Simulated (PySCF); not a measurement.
Al(Me)2(SMe) (C₃H₉AlS), SMILES [Al]([CH3])([S]C)[CH3].

Geometry: PBE-D3(BJ)/def2-SVP. The structure was generated by enumeration; whether it is a known compound was not checked. One conformer was computed; it need not be the lowest.

These are TDDFT-PBE/def2-SVPD in PySCF values and carry that method's errors.

Vertical excitations. Isolated molecule, no solvent.

```csv
state,energy (eV),λ (nm),f,main pairs
S1,4.89,254,0.027,HOMO→LUMO+1 99 %
S2,5.01,248,0.070,HOMO→LUMO 93 %
S3,5.35,232,0.001,"HOMO−1→LUMO 86 %, HOMO→LUMO+2 13 %"
S4,5.44,228,0.003,"HOMO→LUMO+2 79 %, HOMO−1→LUMO 13 %"
S5,5.56,223,0.001,HOMO−2→LUMO 93 %
S6,5.70,218,0.079,HOMO−1→LUMO+1 92 %
S7,5.94,209,0.064,HOMO−2→LUMO+1 94 %
S8,6.17,201,0.011,HOMO−1→LUMO+2 92 %
S9,6.32,196,0.027,HOMO→LUMO+3 98 %
S10,6.36,195,0.066,HOMO−2→LUMO+2 91 %
T1,4.21,294,0,HOMO→LUMO 99 %
T2,4.70,264,0,HOMO→LUMO+1 96 %
T3,5.05,245,0,HOMO→LUMO+2 89 %
T4,5.10,243,0,HOMO−1→LUMO 89 %
```
Triplets are in the Tamm–Dancoff approximation, which puts them higher than full response would, so one can lie above its singlet here.
